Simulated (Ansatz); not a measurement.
`C[O][Al]([F])[F]` + `N#CO` → `COC#N` + `[OH][Al]([F])[F]`  (substitution at a C–O bond)

Calculated with Ansatz (gas phase, PBE0-D4/def2-TZVP geometries, no zero-point term in ΔE). CBS: MP2 limit from def2 TZ/QZ plus the TZ coupled-cluster correction, frozen cores. This one scheme is used for every species. Functionals use def2-TZVPP. B3LYP here is the variant with VWN-RPA as its local correlation; programs differ in this. Each species was taken in one conformer, which may not be the lowest.

Problem. Is it downhill or uphill in electronic energy at CCSD(T)/CBS, and by how much? (Estimate.)

Solution. Ansatz gave: Downhill: ΔE = -23.3 kJ/mol.

Problem. What do these levels give: LDA (SPW92), r2SCAN-D4, ωB97X-V, PBE-QIDH, BLYP, r2SCAN, B3LYP, CAM-B3LYP, CCSD(T)/def2-SVP, SCS-MP2/def2-TZVPP, HF/def2-QZVPP, HF/CBS(def2)? (Estimate.)

Solution. The calculation gave: LDA (SPW92) -18.6, r2SCAN-D4 -21.9, ωB97X-V -20.8, PBE-QIDH -21.2, BLYP -21.9, r2SCAN -22.0, B3LYP -21.0, CAM-B3LYP -20.8, CCSD(T)/def2-SVP -12.4, SCS-MP2/def2-TZVPP -23.6, HF/def2-QZVPP -20.5, HF/CBS(def2) -20.5 kJ/mol.

Largest T1 diagnostic among the species: 0.014.

At CCSD(T), def2-SVP lies +10.9 kJ/mol from the extrapolated value and def2-TZVPP +0.7 kJ/mol. Leaving LDA and LC-ωPBE aside and taking each functional with its dispersion term where it has one, the values, not all of them listed here, spread over 3.6 kJ/mol, from B2PLYP to HSE06-D4.
